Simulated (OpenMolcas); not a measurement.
Worked example: vertical ionisation energy of CH5BN2 (SMILES B1NCN1)

The species is CH5BN2 (9 atoms), meant as a singlet with charge 0. As SMILES, `B1NCN1`. The coordinates come from a PBE0-D4/def2-TZVP relaxation.

| atom | x (Å) | y (Å) | z (Å) |
| --- | --- | --- | --- |
| B | -0.5381 | 0.9038 | -0.4242 |
| N | 0.7639 | 0.3501 | -0.6309 |
| C | 0.4301 | -0.7024 | 0.3220 |
| N | -0.8915 | -0.1162 | 0.5135 |
| H | -1.1096 | 1.8519 | -0.8646 |
| H | 1.6865 | 0.7220 | -0.7615 |
| H | 0.4200 | -1.7071 | -0.1171 |
| H | 1.0469 | -0.7041 | 1.2286 |
| H | -1.7198 | -0.6444 | 0.7170 |

Both states at this one shape; open shells run unrestricted unless said. 1 Eh = 27.2114 eV.

```tsv
level	program	singlet CH5BN2 (Eh)	doublet [CH5BN2]+ (Eh)	HOMO of the first (eV)
BLYP/def2-SVPD	OpenMolcas	-175.302801	-174.967795	-5.56
B3LYP/6-31G* (spherical functions)	OpenMolcas	-175.484965	-175.152816	-6.32
```

Problem. Work out the vertical ionisation energy at each level.

Solution. 
1. BLYP/def2-SVPD: -174.967795 − (-175.302801) = 0.335006 Eh = 9.12 eV; −ε(HOMO) = 5.56 eV.
2. B3LYP/6-31G* (spherical functions): -175.152816 − (-175.484965) = 0.332149 Eh = 9.04 eV; −ε(HOMO) = 6.32 eV.

No measured value is set beside it here; the levels span 9.04 to 9.12 eV. In semi-local functionals −ε(HOMO) lies far under the ionisation energy, a result of self-interaction, while the difference of totals does much better.
